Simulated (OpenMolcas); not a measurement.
Cu3+ (d8) among equal point charges was computed by CASSCF with the d shell active (OpenMolcas, ANO-RCC-VDZP on the metal). Its lowest spin-free states, and all those of the highest spin:

```json
{"2S+1": "3", "Degeneracy": "3", "E (cm-1)": "0.0"}
{"2S+1": "3", "Degeneracy": "3", "E (cm-1)": "1704"}
{"2S+1": "3", "Degeneracy": "1", "E (cm-1)": "3797"}
{"2S+1": "1", "Degeneracy": "3", "E (cm-1)": "18848"}
{"2S+1": "1", "Degeneracy": "2", "E (cm-1)": "19621"}
{"2S+1": "3", "Degeneracy": "3", "E (cm-1)": "23169"}
{"2S+1": "1", "Degeneracy": "3", "E (cm-1)": "28932"}
{"2S+1": "1", "Degeneracy": "3", "E (cm-1)": "29917"}
{"2S+1": "1", "Degeneracy": "2", "E (cm-1)": "30024"}
{"2S+1": "1", "Degeneracy": "1", "E (cm-1)": "30249"}
{"2S+1": "1", "Degeneracy": "1", "E (cm-1)": "71072"}
```

Task: Is the site octahedral, tetrahedral or cube-like, axial, or of lower symmetry?

Result: The states with 2S+1 = 3 have orbital degeneracies 3, 3, 1, 3. Threefold states need a cubic site. For d8 at this spin an octahedron puts the single A2 below the threefold T2 and a tetrahedron or cube puts the threefold T1 below the threefold T2, so the site is a tetrahedron or a cube, which this pattern cannot tell apart. The run had Cu3+ among 4 point charges of -3 e arranged as a tetrahedron (Td), 1.82 Å from the ion.

An orbital triplet at a regular site is open to Jahn-Teller coupling, which can distort the site and quench the lowest spin-orbit gaps and is left out. Without dynamic correlation the repulsion within the d shell is too large (B by tens of per cent), so at a given field states of lower spin stand too high. The ground term spreads over less than 5000 cm-1, several times less than with real ligands, so orbital moments are less quenched and χT lies further from the spin-only value than at real sites. Point charges carry no covalency, so the field is a model and not that of real ligands. No measured value stands beside these numbers.
